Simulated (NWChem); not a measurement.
Molecule: heptafluoropropyl methyl ether (C₄H₃F₇O); SMILES COC(F)(C(C(F)(F)F)(F)F)F

```xyz
15

C      1.3658     2.7284     0.3326
O      0.8856     1.3829     0.5234
C     -0.2369     1.0602    -0.1470
F     -1.2827     1.8758     0.1731
F     -0.0815     1.1638    -1.4987
C     -0.6501    -0.3901     0.1989
F     -1.7367    -0.7005    -0.5459
F     -0.9824    -0.4449     1.5092
C      0.4211    -1.4752    -0.0616
F      0.8827    -1.3899    -1.3175
F      1.4457    -1.3487     0.7885
F     -0.1317    -2.6840     0.1113
H      0.6286     3.4501     0.6935
H      1.5885     2.9080    -0.7225
H      2.2777     2.7944     0.9249
```
Atoms are numbered in this order, from 1.

Program: NWChem. The geometry was optimised at B3LYP/6-31G* (spherical d). Not confirmed as a minimum by frequencies. Level r2SCAN/def2-SVP: energy and gradient on several grids; changes count from the extra-fine grid, which is no exact limit either.

```json
[
 {"grid": "xcoarse", "size of the energy change (μHa)": "100000", "largest change of a gradient component (μHa/bohr)": "7000", "time, medium = 1 (rough)": "about 1"},
 {"grid": "coarse", "size of the energy change (μHa)": "7000", "largest change of a gradient component (μHa/bohr)": "400", "time, medium = 1 (rough)": "about 1"},
 {"grid": "medium", "size of the energy change (μHa)": "400", "largest change of a gradient component (μHa/bohr)": "90", "time, medium = 1 (rough)": "about 1"},
 {"grid": "fine", "size of the energy change (μHa)": "60", "largest change of a gradient component (μHa/bohr)": "< 30", "time, medium = 1 (rough)": "about 1"},
 {"grid": "xfine", "size of the energy change (μHa)": "< 10", "largest change of a gradient component (μHa/bohr)": "< 30", "time, medium = 1 (rough)": "3"}
]
```
